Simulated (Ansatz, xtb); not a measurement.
**Relative energy of two isomers of C3HClO2S**

We compare I, `O=C(O)C(Cl)=C=S`, a singlet, with II, `S=c1occ(Cl)o1`, a singlet. Both are isolated molecules in the gas phase, relaxed with B3LYP-D3(BJ)/def2-SVP; each stands in its lowest conformer found.

Energies in hartree; the thermal terms are from GFN2-xTB frequencies at re-optimised GFN2-xTB minima (ideal gas, soft modes damped towards free rotors, one conformer each, 298.15 K, 1 atm) and include the zero-point energy:

|  | I | II |
| --- | --- | --- |
| E, CCSD(T)/def2-SVP | −1121.490827 | −1121.472047 |
| E, MP2/def2-SVP | −1121.422009 | −1121.400886 |
| E, MP2/def2-TZVPP | −1122.305241 | −1122.288232 |
| zero-point energy | 0.035117 | 0.036811 |
| H(298 K) − E | 0.043449 | 0.043758 |
| G(298 K) − E | 0.001765 | 0.005686 |

**Question.** Correct the CCSD(T) difference for the basis set by the MP2 change, then work out ΔE, ΔE₀, ΔH and ΔG for I → II in kJ/mol (1 Eh = 2625.50 kJ/mol) and the equilibrium ratio [II]/[I].

**Answer.** 1. Differences II − I: CCSD(T) +0.018780, MP2 in the small set +0.021123, MP2 in the large set +0.017009 Eh.
2. ΔE = +0.018780 + (+0.017009 − (+0.021123)) = +0.014666 Eh = +38.51 kJ/mol.
3. ΔE₀ = ΔE + ΔZPE = +0.014666 + (+0.001694) Eh = +42.95 kJ/mol.
4. ΔH = ΔE + (+0.000309) Eh = +39.32 kJ/mol.
5. ΔG = ΔE + (+0.003921) Eh = +48.80 kJ/mol, so ΔS = (ΔH − ΔG)/T = −31.8 J/(mol K).
6. kT = 0.9442 mEh, so K = [II]/[I] = exp(−ΔG/kT) = exp(−19.69) ≈ 2.8 × 10^−9.

Structure I is favoured at this temperature. An error of 4 kJ/mol in ΔG would change K by a factor of 5. GFN2-xTB, HF/STO-3G gave ΔE the other sign. Mirror images and further conformers aren't counted.

As drawn, II has 3 C–O, 1 C–H in place of 1 C=O, 1 C–C, 1 O–H. Structure I has no ring, II a 5-membered ring.

Other levels gave ΔE = −81.4 (GFN2-xTB); −140.0 (HF/STO-3G, GFN2-xTB geometries); +32.9 (r2SCAN-D4/def2-SVP, GFN2-xTB geometries); +37.5 (B3LYP-D3(BJ)/def2-SVP); +50.3 (HF/def2-SVP); +55.5 (MP2/def2-SVP); +49.3 (CCSD(T)/def2-SVP) kJ/mol. The correlated steps freeze 15 core orbitals. Programs: Ansatz 0.2.0, xtb 6.7.1.
